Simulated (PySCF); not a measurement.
These compounds are isomers of formula C5H9N3O.

A. SMILES c1(OC)n(CC)nnc1
B. `COc1nnn(C)c1C`
C. SMILES O(C)c1nn(C)nc1C

Spectrum 1. 13C{1H} NMR (computed): δ 161.1 (C), 114.4 (CH), 59.1 (CH3), 42.7 (CH2), 18.8 (CH3).

Spectrum 2. 13C{1H} NMR (computed): δ 166.2 (C), 132.8 (C), 57.9 (CH3), 41.2 (CH3), 11.5 (CH3).

Spectrum 3. 13C{1H} NMR (computed): δ 165.4 (C), 119.5 (C), 57.7 (CH3), 35.6 (CH3), 8.7 (CH3).

- geometry from GFN2-xTB
- shielding tensors at PBE0/pcSseg-1 (GIAO)
- code: PySCF
- one computed conformer, gas phase, no relativistic terms, averaged over atoms made equivalent by symmetry, fast rotation or ring inversion

References, each an isolated molecule treated in the same way: TMS for 13C (186.93 ppm). Shifts are as computed. Against solution values, carbons near 30 ppm lie about +3 ppm off and those near 130 ppm about +5 ppm. Of 1211 compounds with measured shifts, 218 miss one by over three times the rms of a fit or turn the order of signals round; such compounds aren't used in these exercises.

Question: Match each spectrum to its structure.

Answer: 1–A, 2–C, 3–B.

- Spectrum 1 (A): 5 13C signals; δC 161.1 is an aromatic carbon bearing oxygen; δC 114.4 is an aromatic CH next to a ring nitrogen.
- Spectrum 2 (C): 5 13C signals; δC 166.2 is an aromatic carbon bearing oxygen; δC 57.9 is a methyl carbon bonded to O.
- Spectrum 3 (B): 5 13C signals; δC 165.4 is an aromatic carbon bearing oxygen; δC 57.7 is a methyl carbon bonded to O.
